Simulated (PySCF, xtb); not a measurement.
Cd(NH2)(SeH) (CdH3NSe), SMILES [NH2][Cd][SeH].

GFN2-xTB (xtb 6.7.1) at its own geometry gives an orbital gap of 2.92 eV and a dipole moment of 5.51 D.

The structure is a stationary point at B3LYP-D3(BJ)/def2-SVP. The structure was generated by enumeration; whether it is a known compound was not checked. The def2 effective core potentials stand for the cores of Cd; spin–orbit coupling is left out. Other conformers were not sampled.

What does PySCF with PBE/def2-TZVPD give? (Estimate from the structure and the level; the computed values follow.)

gap 3.70 eV (levels -5.76 and -2.05 eV), dipole 1.74 D.
